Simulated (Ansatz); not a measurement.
Computed with Ansatz on PBE0-D4/def2-TZVP structures; ΔE is electronic, products minus reactants. CBS: MP2 limit from def2 TZ/QZ plus the TZ coupled-cluster correction, frozen cores. This one scheme is used for every species. Functionals use def2-TZVPP. For Ge outer-core shells are correlated without core-valence functions, which leaves a few kJ/mol of doubt a bond. Scalar relativity is left out up to krypton. One conformer a species, not always the lowest.

`[CH3][Ge]([F])([Cl])[C]#N` + H₂O → `[CH3][Ge]([OH])([F])[Cl]` + `C#N`  (formal hydrolysis of a Ge–C bond)

`[CH3][Ge]([F])([Cl])[C]#N`:

Cartesian coordinates in Å:
```
C -0.726 0.413 1.071
Ge 0.242 -0.571 -0.260
F -0.774 -1.759 -0.986
Cl 1.935 -1.595 0.508
C 0.849 0.511 -1.726
N 1.198 1.213 -2.569
H -1.062 -0.273 1.848
H -1.587 0.892 0.605
H -0.076 1.170 1.508
```

H₂O:

Z-matrix (Å, degrees):
```
O
H 1 0.960
H 1 0.960 2 105.1
```

`[CH3][Ge]([OH])([F])[Cl]`:

Cartesian coordinates in Å:
```
C 1.331 0.292 0.004
Ge -0.478 -0.340 0.011
O -1.598 0.990 0.225
F -0.731 -1.451 1.315
Cl -1.013 -1.455 -1.736
H 1.481 0.953 -0.849
H 2.010 -0.556 -0.065
H 1.518 0.839 0.928
H -2.521 0.729 0.167
```

`C#N`:

```xyz
3

C     0.006   -0.020   -0.015
N    -0.263    0.863    0.663
H     0.258   -0.844   -0.647
```

```tsv
level	ΔE (kJ/mol)	difference from CCSD(T)/CBS
LDA (SPW92)	-39.8	-3.8
PBE-D4	-35.0	1.0
revPBE-D4	-34.3	1.7
PBE0-D4	-34.6	1.4
ωB97X-V	-40.4	-4.4
ωB97M-V	-38.7	-2.7
PBE-QIDH	-35.9	0.1
r2SCAN	-41.9	-5.9
BHLYP	-42.7	-6.7
CAM-B3LYP	-44.0	-8.0
CCSD(T)/def2-SVP	-43.9	-7.9
SCS-MP2/def2-TZVPP	-36.0	0.0
CCSD/def2-TZVPP	-36.4	-0.4
CCSD(T)/def2-TZVPP	-35.2	0.8
SCS-MP2/def2-QZVPP	-36.5	-0.5
MP2/CBS(def2)	-34.8	1.2
CCSD(T)/CBS	-36.0	0
```

What do rigid-rotor, harmonic-oscillator terms from PBE0-D4/def2-TZVP frequencies (298.15 K, 1 bar) make of the CCSD(T)/CBS value? (Best estimate.)

Ansatz gave: ΔZPE = +1.4 kJ/mol, ΔH = -37.0 kJ/mol, ΔS = -4 J/(mol·K), ΔG = -36.0 kJ/mol.

Largest T1 diagnostic among the species: 0.014.

At CCSD(T), def2-SVP lies −7.9 kJ/mol from the extrapolated value and def2-TZVPP +0.8 kJ/mol. Leaving LDA and LC-ωPBE aside and taking each functional with its dispersion term where it has one, the values, not all of them listed here, spread over 8.1 kJ/mol, from CAM-B3LYP-D4 to revPBE-D4. LDA lies −3.4 kJ/mol from PBE without D4.

CCSD(T)/CBS has its own doubt, a few kJ/mol and more with outer-core shells, so smaller differences from it don't rank the levels.
